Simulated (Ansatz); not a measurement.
Ansatz results at the PBE0-D4/def2-TZVP geometry: zero-point energy (PBE0-D4/def2-TZVP) 120.6 kJ/mol; LUMO energy (PBE0/def2-TZVPP) 0.75 eV; HOMO energy (B3LYP/def2-TZVPP) -9.09 eV.

Task: Which molecule gave them?
A. `FC(F)=N[SiH3]`
B. `N=CBr`
C. `N[BH][GeH3]`
D. `O=C1OCO1`

Result: D. The others give `N[BH][GeH3]`: 166.4, -0.44, -7.62; `N=CBr`: 81.3, -0.84, -8.07; `FC(F)=N[SiH3]`: 108.6, -0.31, -8.41.

B3LYP here is the variant with VWN-RPA as its local correlation; programs differ in this.
